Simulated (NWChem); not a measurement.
Molecule: C2HF2, doublet; SMILES [CH]=C(F)F

```xyz
5

C     -0.8721    -1.1350     0.0000
C     -0.0934    -0.0796     0.0000
F     -0.5154     1.1612     0.0000
F      1.2228    -0.1075     0.0000
H     -0.8045    -2.2160     0.0000
```
Atoms are numbered in this order, from 1.

Computed with NWChem. Spin-unrestricted. In the optimisation the excess spin sits in a' (Cs, its own frame). Structure relaxed at the PBE0/def2-SVP, spin-unrestricted level. No stability test was run on the SCF state. B3LYP is NWChem's, with the RPA form of VWN correlation. Principal shifts from the free-electron g value, in parts per thousand; spin-orbit coupling by linear response on scalar ZORA.

For level B3LYP/x2c-SVPall, ZORA:

Δg1 (ppt): -0.34

**Question.** How do the values read with level PBE/x2c-SVPall, ZORA instead?

**Answer.** The Δg1 (ppt) is -0.20.
